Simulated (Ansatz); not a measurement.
Two members of one family (Series CuX(AsH3)), computed with Ansatz in the gas phase. The two geometries come from different levels. Binding counts from free atoms in the multiplicity of their measured ground term, without zero-point energy. Names give formal oxidation states. A dash marks a value that wasn't run or was left out as unsound. The structures are stationary points that may keep the symmetry of their start. Remarks come from the PBE and PBE0 runs and from stability tests at other levels; not every state was tested. HOMO above LUMO (over both spins in singlets and doublets, within one spin in higher multiplets; at PBE or PBE0), or a gap under 0.15 eV within one spin, warns that the state may not be the lowest or that an electron is smeared out.

First: Cu(AsH3)(SiH3) (singlet, charge 0, PBE0-D4/def2-SVP geometry).

```xyz
9

Cu   -0.059    0.023   -0.046
As    1.914   -0.330    1.204
H     2.501    0.781    2.045
H     3.199   -0.728    0.514
H     1.950   -1.399    2.274
Si   -1.983    0.347   -1.252
H    -3.213    0.585   -0.413
H    -2.364   -0.809   -2.141
H    -1.944    1.530   -2.187
```

| level | HOMO (eV) | LUMO (eV) | gap (eV) | vertical IE (eV) | vertical triplet (eV) | binding per atom (eV) |
| --- | --- | --- | --- | --- | --- | --- |
| revPBE-D4/def2-TZVP | -5.22 | -1.64 | 3.58 | – | – | 2.49 |
| r2SCAN-D4/def2-TZVP | -5.39 | -1.54 | 3.84 | 8.07 | 3.71 | 2.57 |
| PBE0-D4/def2-SVP | -5.97 | -0.69 | 5.28 | – | – | 2.53 |
| PBE0-D4/def2-TZVP | -6.14 | -0.90 | 5.23 | 8.05 | 3.91 | 2.50 |
| CAM-B3LYP-D4/def2-TZVP | -7.36 | 0.12 | 7.49 | – | – | 2.56 |

Metal–donor distances: 1 × As 2.36 Å, 1 × Si 2.29 Å.

Second: Cu(AsH3)Me (singlet, charge 0, B3LYP-D4/def2-SVP geometry).

| atom | x (Å) | y (Å) | z (Å) |
| --- | --- | --- | --- |
| Cu1 | 0.2214 | 0.2081 | -0.0756 |
| As2 | -1.4466 | -1.3401 | 0.5189 |
| H3 | -2.6997 | -1.4904 | -0.3261 |
| H4 | -2.1589 | -1.2433 | 1.8568 |
| H5 | -1.1277 | -2.8222 | 0.6074 |
| C6 | 1.5900 | 1.4753 | -0.5687 |
| H7 | 2.3851 | 1.5227 | 0.1963 |
| H8 | 1.1732 | 2.4916 | -0.6817 |
| H9 | 2.0632 | 1.1982 | -1.5273 |

Q: What does the change do? Estimate second minus first.

A: 
```csv
level,Δ HOMO (eV),Δ LUMO (eV),Δ gap (eV),Δ vertical IE (eV),Δ vertical triplet (eV),Δ binding per atom (eV)
revPBE-D4/def2-TZVP,0.51,0.40,-0.11,–,–,0.40
r2SCAN-D4/def2-TZVP,0.55,0.41,-0.13,-0.29,0.31,0.38
PBE0-D4/def2-SVP,0.43,0.36,-0.07,–,–,0.40
PBE0-D4/def2-TZVP,0.36,0.40,0.04,-0.28,0.20,0.39
CAM-B3LYP-D4/def2-TZVP,0.23,0.26,0.03,–,–,0.37
```

Metal–donor distances: 1 × As 2.35 Å, 1 × C 1.93 Å. Remarks: gap within one spin near zero at PBE or PBE0 (triplet).
